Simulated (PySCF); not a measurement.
1-methylallyl acetate, C6H10O2.
SMILES with atom numbers: `[CH2:1]=[CH:2][C@@H:3]([CH3:4])[O:5][C:6]([CH3:7])=[O:8]`

Structure used (PBE0-D3(BJ)/def2-SVP), in Å, numbered top down from 1:
```
atom  x, y, z in Å
C1    -2.5129    1.8566    0.3693
C2    -1.7077    1.0976   -0.3717
C3    -0.8616   -0.0078    0.1761
C4    -1.3235   -1.3823   -0.2772
O5     0.4772    0.2282   -0.2934
C6     1.4799   -0.2572    0.4515
C7     2.8114    0.0689   -0.1597
O8     1.3145   -0.8722    1.4723
H9    -3.1427    2.6300   -0.0777
H10   -2.5750    1.7293    1.4551
H11   -1.6529    1.2415   -1.4578
H12   -0.8483    0.0285    1.2765
H13   -1.2901   -1.4592   -1.3746
H14   -0.6798   -2.1600    0.1575
H15   -2.3570   -1.5606    0.0530
H16    3.6136   -0.2978    0.4898
H17    2.8871   -0.3989   -1.1523
H18    2.9021    1.1549   -0.3046
```

Computed, not measured: delta-SCF UKS SCAN, pcX-2 on the ionised atom, pcseg-1 elsewhere, spin-free X2C in PySCF. Each 1s hole has a ground state of its own, since the core basis sits on the ionised atom alone.

| ionised atom | basis functions | E(ground) (Eh) | E(ionised) (Eh) |
| --- | --- | --- | --- |
| C1 | 193 | -385.07568 | -374.40117 |
| C2 | 193 | -385.07655 | -374.39292 |
| C3 | 193 | -385.07693 | -374.33403 |
| C4 | 193 | -385.07388 | -374.39085 |
| C6 | 193 | -385.08211 | -374.26224 |
| C7 | 193 | -385.07437 | -374.37274 |
| O5 | 193 | -385.10206 | -365.29444 |
| O8 | 193 | -385.10042 | -365.34826 |

Q: What are the 1s binding energies?

A: E(ionised) − E(ground), at 27.2114 eV a hartree:

```json
{"atom": "C1", "environment": "terminal =CH2 carbon", "difference (Eh)": "10.67451", "binding energy (eV)": "290.47"}
{"atom": "C2", "environment": "alkene CH carbon", "difference (Eh)": "10.68363", "binding energy (eV)": "290.72"}
{"atom": "C3", "environment": "sp3 carbon bound to oxygen", "difference (Eh)": "10.74290", "binding energy (eV)": "292.33"}
{"atom": "C4", "environment": "methyl carbon", "difference (Eh)": "10.68303", "binding energy (eV)": "290.70"}
{"atom": "C6", "environment": "ester carbonyl carbon", "difference (Eh)": "10.81987", "binding energy (eV)": "294.42"}
{"atom": "C7", "environment": "methyl carbon next to a carbonyl", "difference (Eh)": "10.70163", "binding energy (eV)": "291.21"}
{"atom": "O5", "environment": "ester single-bonded oxygen", "difference (Eh)": "19.80762", "binding energy (eV)": "538.99"}
{"atom": "O8", "environment": "ester carbonyl oxygen", "difference (Eh)": "19.75216", "binding energy (eV)": "537.48"}
```

Q: How much do the ground-state energies differ, and what would follow from using one of them for all holes?

A: They run from -385.1021 Eh (core basis on O5) to -385.0739 Eh (on C4), 0.0282 Eh or 0.77 eV apart, for one and the same state in different bases and grids. Pairing the ion of C4 with the ground state of O5 would put its binding energy 0.77 eV too high.

Only 1s holes are shown. The structure is a single PBE0-D3(BJ)/def2-SVP conformer in the gas phase; no vibrational or solvent corrections.
